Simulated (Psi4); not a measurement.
Psi4 input (wB97X-D/6-31G*):

```
memory 1500 MB

molecule {
-1 2
Al    0.17390500    0.26316100   -0.79189900
O    -0.41373900    1.78565500   -0.95206800
Cl    0.06171500   -1.04154900    1.05360200
symmetry c1
no_reorient
no_com
}

set {
  basis 6-31G*
  reference uks
  scf_type pk
  dft_radial_points 99
  dft_spherical_points 590
  e_convergence 1e-8
  d_convergence 1e-7
  maxiter 150
}

e = energy('wb97x-d')
print_out(f'\nFINAL {e:.10f} DIPOLE {variable("CURRENT DIPOLE")[0]:.6f} {variable("CURRENT DIPOLE")[1]:.6f} {variable("CURRENT DIPOLE")[2]:.6f}\n')
```

From the output:

```
      13A     -0.698062    14A     -0.278142    15A     -0.218778
      16A     -0.216252    17A     -0.165298    18A     -0.129394
      19A     -0.121022

    Beta Virtual:

      20A      0.144061    21A      0.233385    22A      0.287103
      23A      0.299761    24A      0.381973    25A      0.445824
      26A      0.471505    27A      0.587918    28A      0.655759
      29A      0.711593    30A      0.736768    31A      0.793345
      32A      0.804517    33A      0.824129    34A      0.839977
      35A      0.919687    36A      1.082966    37A      1.162425
      38A      1.163573    39A      1.212757    40A      1.226314
      41A      1.330396    42A      1.359619    43A      1.377540
      44A      1.465435    45A      1.622593    46A      2.178992
      47A      2.180626    48A      2.340847    49A      2.350570
      50A      2.367030    51A      2.848430    52A      3.968711
      53A      4.544404

    Final Occupation by Irrep:
              A
    DOCC [    19 ]
    SOCC [     1 ]
    NA   [    20 ]
    NB   [    19 ]

  @UKS Final Energy:  -777.88022157158844

   => Energetics <=

    Nuclear Repulsion Energy =            105.8112794038295306
    One-Electron Energy =               -1296.3779250361487811
    Two-Electron Energy =                 453.0479876128747492
    DFT Exchange-Correlation Energy =     -40.3613075091443037
    Empirical Dispersion Energy =          -0.0002560429995943
    VV10 Nonlocal Energy =                  0.0000000000000000
    Total Energy =                       -777.8802215715884358

  UHF NO Occupations:
  HONO-2 :   18  A 1.9997247
  HONO-1 :   19  A 1.9982433
  HONO-0 :   20  A 1.0000000
  LUNO+0 :   21  A 0.0017567
  LUNO+1 :   22  A 0.0002753
  LUNO+2 :   23  A 0.0002515
  LUNO+3 :   24  A 0.0000413

Computation Completed

Properties will be evaluated at   0.000000,   0.000000,   0.000000 [a0]

Properties computed using the SCF density matrix

 Multipole Moments:

 ------------------------------------------------------------------------------------
     Multipole            Electronic (a.u.)      Nuclear  (a.u.)        Total (a.u.)
 ------------------------------------------------------------------------------------

 L = 1.  Multiply by 2.5417464519 to convert [e a0] to [Debye]
 Dipole X            :          0.2597838            0.0000151            0.2597989
 Dipole Y            :         -1.1240046            0.0000000           -1.1240046
 Dipole Z            :          0.6010462            0.0000057            0.6010519
 Magnitude           :                                                    1.3008248

 ------------------------------------------------------------------------------------

FINAL -777.8802215716 DIPOLE 0.259799 -1.124005 0.601052

*** Psi4 exiting successfully. Buy a developer a beer!
```

The dipole moment of an ion depends on the origin.

The geometry given is a B3LYP-D3(BJ)/def2-TZVP minimum.
